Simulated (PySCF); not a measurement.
B3LYP on S⁻ (sulfur, charge -1), [Ne] 3s2 3p5, 2P determinant. Computed with PySCF 2.14 in aug-cc-pwCVTZ (8s7p5d3f, 75 functions), with the non-relativistic Hamiltonian (point nucleus).

```
cycle= 1 E= -398.223334231277  delta_E= -0.0115  |g|= 0.0199  |ddm|= 0.218
cycle= 2 E= -398.223328423648  delta_E= 5.81e-06  |g|= 0.0218  |ddm|= 0.0582
cycle= 3 E= -398.223594570341  delta_E= -0.000266  |g|= 0.00283  |ddm|= 0.038
cycle= 4 E= -398.223601647411  delta_E= -7.08e-06  |g|= 0.000416  |ddm|= 0.00648
cycle= 5 E= -398.223602035435  delta_E= -3.88e-07  |g|= 6.66e-05  |ddm|= 0.0022
cycle= 6 E= -398.223602047455  delta_E= -1.2e-08  |g|= 1.47e-05  |ddm|= 0.000438
cycle= 7 E= -398.223602047744  delta_E= -2.89e-10  |g|= 4.11e-06  |ddm|= 6.86e-05
converged SCF energy = -398.223602047744  <S^2> = 0.75469029  2S+1 = 2.0046848
```

Highest occupied orbital energy: 0.272 eV; ⟨L²⟩ = 2.03; populations by l: s 6.00, p 11.00, d 0.00, f 0.00.

Question: Can this result be used?

Answer: With care. The run converged. At B3LYP the highest occupied level has a positive energy, so only the finite basis holds that electron; in a semilocal or global hybrid functional this comes from self-interaction and does not mean that the real anion is unbound.
